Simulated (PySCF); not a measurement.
**IrH₃: umbrella curve**

Level of theory: PySCF, r2SCAN, basis Ir def2-TZVP with ECP60, H def2-TZVP (scalar-relativistic core potentials, no spin–orbit coupling, density fitting).

Rigid scan from the singlet minimum (Ir–H 1.533 Å (×3); H–Ir–H 90.5° (×3)). Coordinate: angle between each bond and the threefold axis, bonds fixed. Energies in kJ/mol from the minimum.

Q: Predict the curve at 55, 60, 65, 70, 75, 80, 85, 90.

A: 
```
angle of the bonds to the threefold axis (°)  E (kJ/mol)  dipole size (D)
                                          55         0.0             1.93
                                          60         5.0             1.73
                                          65        20.6             1.50
                                          70        46.8             1.27
                                          75        82.4             1.05
                                          80       123.1             0.79
                                          85       159.3             0.46
                                          90       175.1             0.00
```

With the bonds held, the planar shape lies 175.1 kJ/mol from the minimum.

No spin–orbit coupling is included, which matters more the heavier the element.

Other isomers or separated fragments may lie lower.
